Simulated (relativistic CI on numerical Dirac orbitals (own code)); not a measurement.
# Calculated levels, Tc2+

Calculated at this level of theory: Dirac-Coulomb-Breit CI, KLI orbitals optimised for each configuration, model QED (radiative potential, 1s self-energy scaled to tabulated hydrogen-like ionisation energies), valence Slater integrals scaled by 0.85, P86 correlation energy added to each configuration (own radial code, finite nucleus).

Configurations in the expansion (outside the closed core [Kr]): 4d5, 4d4.5s, 4d4.5p, 4d4.4f, 4d3.5s2, 4d4.5d, 4d4.6s, 4d3.5s.5p, 4d4.6p, 4d3.4f2, 4d4.7s, 4d4.6d, 4d4.7p, 4d4.5f, 4d4.5g, 4d4.7d, 4d4.6f, 4d3.5p2, 4d3.5s.6s, 4d3.4f.5s. Levels of other configurations are missing.

The lowest level is 4d5 6S_5/2, with 99 % of that term; Hund's rules for 4d5 give 6S with J = 5/2, in agreement.

```
No.  Configuration  Term     J  E (eV)    %  Lifetime (s)     jj configuration (%)
  1            4d5    6S   5/2  0.0000   99                   4d3/2^2 4d5/2^3 (42)
  2            4d5    4G   5/2  2.5091   97      3.38e+02     4d3/2^2 4d5/2^3 (37)
  3            4d5    4G   7/2  2.5273   98      6.77e+03     4d3/2^2 4d5/2^3 (41)
  4            4d5    4G  11/2  2.5376   99                   4d3/2^2 4d5/2^3 (50)
  5            4d5    4G   9/2  2.5395   99      2.30e+04     4d3/2^2 4d5/2^3 (65)
  6            4d5    4P   5/2  2.7713   71      4.89e-01               4d5/2 (38)
  7            4d5    4P   3/2  2.8019   75      7.27e-01     4d3/2^3 4d5/2^2 (55)
  8            4d5    4P   1/2  2.8442   87      3.60e+02     4d3/2^2 4d5/2^3 (53)
  9            4d5    4D   7/2  3.0478   96      1.11e+01     4d3/2^2 4d5/2^3 (56)
 10            4d5    4D   1/2  3.0850   87      6.36e+00     4d3/2^2 4d5/2^3 (78)
 11            4d5    4D   3/2  3.1211   75      1.95e+00       4d3/2 4d5/2^4 (49)
 12            4d5    4D   5/2  3.1259   73      1.41e+00     4d3/2^2 4d5/2^3 (32)
 13            4d5    2I  11/2  3.6539   95      1.61e+01     4d3/2^2 4d5/2^3 (49)
 14            4d5    2I  13/2  3.6940  100      4.17e+02    4d3/2^2 4d5/2^3 (100)
 15            4d5    2D   5/2  3.8764   53      4.98e-01               4d5/2 (31)
 16            4d5    2D   3/2  3.9756   69      1.19e+00     4d3/2^2 4d5/2^3 (58)
 17            4d5    4F   7/2  4.1197   57      2.40e+00     4d3/2^3 4d5/2^2 (46)
 18            4d5    4F   9/2  4.1264   85      1.41e+00     4d3/2^2 4d5/2^3 (45)
 19            4d5    4F   5/2  4.1604   88      1.48e+00     4d3/2^2 4d5/2^3 (73)
 20            4d5    2F   7/2  4.1921   61      5.51e-01       4d3/2 4d5/2^4 (59)
 21            4d5    4F   3/2  4.2347   69      9.70e-01       4d3/2 4d5/2^4 (52)
 22            4d5    2F   5/2  4.3704   53      4.94e-01             4d5/2^5 (45)
 23            4d5    2H   9/2  4.3914   66      1.15e+00     4d3/2^2 4d5/2^3 (74)
 24            4d5    2H  11/2  4.5248   94      5.35e-01       4d3/2 4d5/2^4 (70)
 25            4d5    2G   7/2  4.5323   91      4.78e+00     4d3/2^2 4d5/2^3 (66)
 26            4d5    2G   9/2  4.6472   61                     4d3/2 4d5/2^4 (66)
 27            4d5    2F   7/2  4.8260   93                     4d3/2 4d5/2^4 (38)
 28            4d5    2F   5/2  4.8456   92                   4d3/2^2 4d5/2^3 (51)
 29            4d5    2S   1/2  5.2616   96                   4d3/2^3 4d5/2^2 (39)
 30            4d5    2D   3/2  5.8674   97                   4d3/2^3 4d5/2^2 (33)
 31            4d5    2D   5/2  5.8917   95                     4d3/2 4d5/2^4 (40)
 32         4d4.5s    6D   1/2  6.0274   99                4d3/2^2 4d5/2^2 5s (44)
 33         4d4.5s    6D   3/2  6.0686   99                  4d3/2^3 4d5/2 5s (47)
 34         4d4.5s    6D   5/2  6.1321   99                4d3/2^2 4d5/2^2 5s (64)
 35         4d4.5s    6D   7/2  6.2128   99                4d3/2^2 4d5/2^2 5s (47)
 36         4d4.5s    6D   9/2  6.3070   99                  4d3/2 4d5/2^3 5s (43)
 37            4d5    2G   9/2  6.4743   97                   4d3/2^2 4d5/2^3 (79)
 38            4d5    2G   7/2  6.4791   96                   4d3/2^2 4d5/2^3 (47)
 39         4d4.5s    4D   1/2  7.5871   87                  4d3/2^3 4d5/2 5s (35)
 40         4d4.5s    4D   3/2  7.6557   88                4d3/2^2 4d5/2^2 5s (45)
 41         4d4.5s    4D   5/2  7.7561   96                4d3/2^2 4d5/2^2 5s (53)
 42            4d5    2P   3/2  7.7801   85                   4d3/2^2 4d5/2^3 (65)
 43            4d5    2P   1/2  7.8030   87                   4d3/2^2 4d5/2^3 (41)
 44         4d4.5s    4D   7/2  7.8644   95                  4d3/2 4d5/2^3 5s (40)
 45         4d4.5s    4H   7/2  8.1591   94                4d3/2^2 4d5/2^2 5s (41)
 46         4d4.5s    4H   9/2  8.1928   91                4d3/2^2 4d5/2^2 5s (56)
 47         4d4.5s    4P   1/2  8.1948   94                        4d3/2^4 5s (39)
 48         4d4.5s    4H  11/2  8.2464   95                4d3/2^2 4d5/2^2 5s (77)
 49         4d4.5s    4H  13/2  8.3071   98                4d3/2^2 4d5/2^2 5s (52)
 50         4d4.5s    4P   3/2  8.3720   95                4d3/2^2 4d5/2^2 5s (35)
 51         4d4.5s    4F   5/2  8.4385   47                4d3/2^2 4d5/2^2 5s (37)
 52         4d4.5s    4F   3/2  8.4418   49                4d3/2^2 4d5/2^2 5s (33)
 53         4d4.5s    4F   7/2  8.4703   74                4d3/2^2 4d5/2^2 5s (47)
 54            4d5    2D   5/2  8.4712   54                   4d3/2^2 4d5/2^3 (44)
 55         4d4.5s    4F   3/2  8.4903   48                     4d3/2 4d5/2^4 (26)
 56         4d4.5s    4F   9/2  8.4972   78                  4d3/2^3 4d5/2 5s (34)
 57         4d4.5s    4P   5/2  8.6278   94                  4d3/2 4d5/2^3 5s (40)
 58         4d4.5s    4G   5/2  8.6709   76                  4d3/2 4d5/2^3 5s (43)
 59         4d4.5s    4G   7/2  8.7447   74                4d3/2^2 4d5/2^2 5s (46)
 60         4d4.5s    4G   9/2  8.7899   79                4d3/2^2 4d5/2^2 5s (52)
 61         4d4.5s    4G  11/2  8.8040   92                  4d3/2 4d5/2^3 5s (71)
 62         4d4.5s    2H   9/2  9.0959   91                4d3/2^2 4d5/2^2 5s (68)
 63         4d4.5s    2P   1/2  9.1788   76                4d3/2^2 4d5/2^2 5s (54)
 64         4d4.5s    2H  11/2  9.1933   81                4d3/2^2 4d5/2^2 5s (70)
 65         4d4.5s    4D   7/2  9.3080   96                  4d3/2 4d5/2^3 5s (48)
 66         4d4.5s    4D   5/2  9.3273   90                  4d3/2^3 4d5/2 5s (31)
 67         4d4.5s    4D   3/2  9.3342   89                4d3/2^2 4d5/2^2 5s (43)
 68         4d4.5s    2F   7/2  9.4028   63                  4d3/2^3 4d5/2 5s (36)
 69         4d4.5s    4D   1/2  9.4056   84                  4d3/2 4d5/2^3 5s (71)
 70         4d4.5s    2F   5/2  9.4626   90                4d3/2^2 4d5/2^2 5s (45)
```

Energies count from the lowest computed level; lifetimes are radiative, by E1, M1, E2 decay to levels of this space only; some are left blank where a channel outside the calculation adds to the decay or the decay crosses a small, uncertain gap. Filled j subshells are mostly left out of the jj labels.

The mean weight of the leading LS term, summed over parents, in these 70 levels is 84 %, and that of the leading jj configuration (from the same eigenvectors) 50 %, so LS coupling describes them better.

Correlation outside the listed configurations is missing or only estimated: errors of thousands of cm⁻¹ between configurations and terms are usual at this charge. Rates and lifetimes follow the computed energies and can be off by large factors. The fine structure of a lone outer electron comes out too small, for d and f at times inverted, and misplaced configurations move strength between like terms.

LS names give the leading component of a level, which can be under half, so a name can repeat, a term be missing and a line seem to break the LS rules.
